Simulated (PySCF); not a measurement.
C4H10OSi, SMILES CCC(=O)[SiH2]C. Atoms are numbered in the order given.

```xyz
16

C      0.1320    -2.9324     0.0000
C     -0.6840    -1.6551     0.0000
C      0.1485    -0.3933     0.0000
O      1.3607    -0.4259     0.0000
Si    -0.7204     1.3457     0.0000
C      0.6259     2.6417     0.0000
H      0.7846    -2.9805     0.8836
H     -0.5181    -3.8191     0.0000
H      0.7846    -2.9805    -0.8836
H     -1.3597    -1.5967     0.8739
H     -1.3597    -1.5967    -0.8739
H     -1.6040     1.4408     1.2066
H     -1.6040     1.4408    -1.2066
H      1.2637     2.5161    -0.8876
H      0.2146     3.6619     0.0000
H      1.2637     2.5161     0.8876
```

Coordinates come from a PBE0-D3(BJ)/def2-SVP optimisation. A frequency run showed that this geometry is not a minimum. This is a generated structure with no PubChem entry under its InChIKey; it may be hypothetical. One conformer was computed; it need not be the lowest.

Method: PySCF with PBE0-D3(BJ)/def2-SVP.

Frequencies are harmonic and unscaled.

Computed normal modes with their intensities:
```
mode  ν (cm⁻¹)  IR (km/mol)  moving atoms (share of kinetic energy)
----  --------  -----------  --------------------------------------
1          30i          3.1                  H 44 %, C 30 %, O 19 %
2           67          0.0                  H 42 %, C 41 %, O 15 %
3          109          0.0                                  H 89 %
4          121          1.8                  C 52 %, H 27 %, O 14 %
5          191          0.7                          H 87 %, C 11 %
6          234          5.1         C 41 %, O 26 %, H 23 %, Si 11 %
7          313          8.0                  C 53 %, H 22 %, O 18 %
8          348          6.1                          H 65 %, C 26 %
9          411         10.5           Si 48 %, O 34 %, C 9 %, H 9 %
10         497          5.3                          H 77 %, C 15 %
11         631         15.2                          H 86 %, C 11 %
12         683         12.3                          H 69 %, C 28 %
13         721         39.5                  C 42 %, H 34 %, O 17 %
14         740         34.5                 C 40 %, H 30 %, Si 26 %
15         792          0.1                          H 67 %, C 30 %
16         872        228.3                  H 72 %, C 19 %, Si 9 %
17         878         31.0                          H 78 %, C 18 %
18         940         70.8                                  H 95 %
19         990          2.3                          C 60 %, H 35 %
20        1020          2.3                          H 52 %, C 42 %
21        1046          6.5                          H 62 %, C 37 %
22        1127         18.3                          C 58 %, H 40 %
23        1254          1.6                          H 83 %, C 17 %
24        1264         25.5                          H 78 %, C 21 %
25        1357         18.4                          H 54 %, C 45 %
26        1391         14.7                          H 80 %, C 19 %
27        1422          4.2                          H 82 %, C 18 %
28        1423          6.4                                  H 96 %
29        1424          4.2                                  H 95 %
30        1462          9.1                                  H 97 %
31        1469          9.5                                  H 95 %
32        1806        115.9                          C 60 %, O 39 %
33        2209         84.7                                  H 98 %
34        2209        119.2                                  H 96 %
35        3040         14.1                                  H 94 %
36        3067          1.2                                  H 97 %
37        3071         18.4                                  H 97 %
38        3081          4.2                           H 91 %, C 9 %
39        3169         11.3                          H 90 %, C 10 %
40        3169         10.6                           H 91 %, C 9 %
41        3176          0.5                           H 91 %, C 9 %
42        3179          0.9                           H 91 %, C 9 %
```
